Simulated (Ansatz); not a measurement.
Frontier orbitals of `CB(C)Cl`.

Cartesian coordinates in Å:
```
C -0.077 1.385 -0.101
B -0.479 -0.118 -0.177
C 0.457 -1.291 0.242
Cl -2.098 -0.517 -0.774
H 1.003 1.534 -0.184
H -0.360 1.743 0.899
H -0.596 2.019 -0.820
H -0.073 -2.186 0.569
H 1.034 -1.574 -0.650
H 1.189 -0.994 0.997
```

Total charge 0; spin multiplicity 1. The structure was optimised at the PBE0-D4/def2-TZVP level. Basis def2-TZVPP, Ansatz.

| functional | HOMO (eV) | LUMO (eV) | gap (eV) |
| --- | --- | --- | --- |
| PBE | -6.90 | -1.68 | 5.22 |
| BLYP | -6.78 | -1.51 | 5.27 |
| PBE0 | -8.28 | -0.67 | 7.61 |
| CAM-B3LYP | -9.69 | 0.50 | 10.19 |
| ωB97M-V | -10.57 | 1.39 | 11.96 |
| HF | -11.59 | 2.94 | 14.53 |

Problem. What is the vertical ionisation energy at frozen-core CCSD(T)/CBS(def2)? (Estimate.)

Solution. Ansatz gave: 11.00 eV (T1 of the cation 0.043).

Against PBE, PBE0 changes HOMO and LUMO by −1.39 and +1.00 eV, ωB97M-V by −3.68 and +3.07 eV. A gap of 5.22 eV thus becomes 11.97 eV for the same molecule, so an orbital gap means little without its functional. A positive LUMO is unbound and depends on the basis. −ε(HOMO) differs from that ionisation energy by −4.10 eV with PBE and −0.42 eV with ωB97M-V.
